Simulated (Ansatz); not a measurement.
Ansatz (a program for electronic structure) input (B3LYP-D3(BJ)/def2-TZVP):

Ansatz 0.2 input:
```yaml
crystal:
  periodic: [false, false, false]
  atoms:
    - {symbol: F, position_ang: [-0.59245173, 1.08365604, 0.04027129]}
    - {symbol: C, position_ang: [0.00000000, -0.00000000, 0.00000000]}
    - {symbol: F, position_ang: [-0.64286993, -1.05424444, -0.04709727]}
    - {symbol: F, position_ang: [1.23532166, -0.02941160, 0.00682598]}
basis:
  gaussian:
    orbitals: def2-TZVP
hamiltonian:
  xc: b3lyp
  dispersion: d3bj
total_charge: 1
phonons: {temperatures: {t_min: 298.15, t_max: 298.15, t_step: 100}}
```

Output:

```
Functional definition: B3LYP
integrals: 0.03 GiB planned
648 factors; their error is unknown
mean field: 0.34 GiB planned
mean field evaluation 1: about -9174.2633 eV, gradient 7.4e1 eV
mean field evaluation 2: about -9165.8302 eV, gradient 1.1e2 eV
mean field evaluation 4: about -9180.5889 eV, gradient 1.0e0 eV
mean field evaluation 8: about -9180.6209 eV, gradient 2.8e-1 eV
mean field evaluation 16: about -9180.6210 eV, gradient 3.1e-5 eV
mean field -9180.62097005 eV, -337.3815978010 hartree, gradient 3.1e-5 eV, S^2 0.000000; 0 other end points of the search recorded, 0 dependent functions left out
the calculation of the forces begins
reference -9180.62110675 eV, -337.3816028246 hartree; 16, 16 occupied and 108, 108 virtual orbitals, 648 factors
these checks for a lower state are left out or cut short: stability, starts, cluster_reference, orbital_swaps, neighbouring_geometries, increment
integrals: 0.03 GiB planned
648 factors; their error is unknown
mean field: 0.34 GiB planned
mean field -9180.62088728 eV, -337.3815947592 hartree, gradient 1.7e-6 eV, S^2 0.000000; 0 other end points of the search recorded, 0 dependent functions left out
the calculation of the forces begins
reference -9180.62102397 eV, -337.3815997824 hartree; 16, 16 occupied and 108, 108 virtual orbitals, 648 factors
these checks for a lower state are left out or cut short: stability, starts, cluster_reference, orbital_swaps, neighbouring_geometries, increment
integrals: 0.03 GiB planned
648 factors; their error is unknown
mean field: 0.34 GiB planned
mean field -9180.62089367 eV, -337.3815949939 hartree, gradient 1.7e-6 eV, S^2 0.000000; 0 other end points of the search recorded, 0 dependent functions left out
the calculation of the forces begins
reference -9180.62103038 eV, -337.3816000180 hartree; 16, 16 occupied and 108, 108 virtual orbitals, 648 factors
these checks for a lower state are left out or cut short: stability, starts, cluster_reference, orbital_swaps, neighbouring_geometries, increment
integrals: 0.03 GiB planned
648 factors; their error is unknown
mean field: 0.34 GiB planned
mean field evaluation 32: about -9180.5902 eV, gradient 3.6e-4 eV
mean field -9180.62075551 eV, -337.3815899166 hartree, gradient 1.7e-6 eV, S^2 0.000000; 0 other end points of the search recorded, 0 dependent functions left out
the calculation of the forces begins
reference -9180.62089221 eV, -337.3815949402 hartree; 16, 16 occupied and 108, 108 virtual orbitals, 648 factors
these checks for a lower state are left out or cut short: stability, starts, cluster_reference, orbital_swaps, neighbouring_geometries, increment
integrals: 0.03 GiB planned
648 factors; their error is unknown
mean field: 0.34 GiB planned
mean field -9180.62075609 eV, -337.3815899379 hartree, gradient 1.7e-6 eV, S^2 0.000000; 0 other end points of the search recorded, 0 dependent functions left out
the calculation of the forces begins
reference -9180.62089278 eV, -337.3815949615 hartree; 16, 16 occupied and 108, 108 virtual orbitals, 648 factors
these checks for a lower state are left out or cut short: stability, starts, cluster_reference, orbital_swaps, neighbouring_geometries, increment
integrals: 0.03 GiB planned
648 factors; their error is unknown
mean field: 0.34 GiB planned
mean field -9180.62081058 eV, -337.3815919406 hartree, gradient 1.7e-6 eV, S^2 0.000000; 0 other end points of the search recorded, 0 dependent functions left out
the calculation of the forces begins
reference -9180.62094726 eV, -337.3815969633 hartree; 16, 16 occupied and 108, 108 virtual orbitals, 648 factors
these checks for a lower state are left out or cut short: stability, starts, cluster_reference, orbital_swaps, neighbouring_geometries, increment
integrals: 0.03 GiB planned
648 factors; their error is unknown
mean field: 0.34 GiB planned
mean field -9180.62082082 eV, -337.3815923170 hartree, gradient 1.7e-6 eV, S^2 0.000000; 0 other end points of the search recorded, 0 dependent functions left out
the calculation of the forces begins
reference -9180.62095755 eV, -337.3815973415 hartree; 16, 16 occupied and 108, 108 virtual orbitals, 648 factors
these checks for a lower state are left out or cut short: stability, starts, cluster_reference, orbital_swaps, neighbouring_geometries, increment
integrals: 0.03 GiB planned
648 factors; their error is unknown
mean field: 0.34 GiB planned
mean field evaluation 64: about -9180.6209 eV, gradient 4.3e-5 eV
mean field -9180.62092596 eV, -337.3815961807 hartree, gradient 1.7e-6 eV, S^2 0.000000; 0 other end points of the search recorded, 0 dependent functions left out
the calculation of the forces begins
reference -9180.62106264 eV, -337.3816012037 hartree; 16, 16 occupied and 108, 108 virtual orbitals, 648 factors
these checks for a lower state are left out or cut short: stability, starts, cluster_reference, orbital_swaps, neighbouring_geometries, increment
integrals: 0.03 GiB planned
648 factors; their error is unknown
mean field: 0.34 GiB planned
mean field -9180.62092976 eV, -337.3815963202 hartree, gradient 1.7e-6 eV, S^2 0.000000; 0 other end points of the search recorded, 0 dependent functions left out
the calculation of the forces begins
reference -9180.62106647 eV, -337.3816013444 hartree; 16, 16 occupied and 108, 108 virtual orbitals, 648 factors
Total energy: -9180.67708000 eV, -337.3836598035 hartree
Atom 0 at    -0.592452     1.083656     0.040271 Å, force    -0.000038     0.000069     0.000003 eV/Å
Atom 1 at     0.000000     0.000000     0.000000 Å, force     0.000023    -0.000043    -0.000002 eV/Å
Atom 2 at    -0.642870    -1.054244    -0.047097 Å, force    -0.000023    -0.000030    -0.000001 eV/Å
Atom 3 at     1.235322    -0.029412     0.006826 Å, force     0.000038     0.000003     0.000000 eV/Å
Dipole moment:    -0.000000     0.000001     0.000000 e Å
Vibrations: 587.01 587.01 798.26 1048.49 1660.11 1660.12 cm⁻¹, zero-point energy 0.393091 eV
```
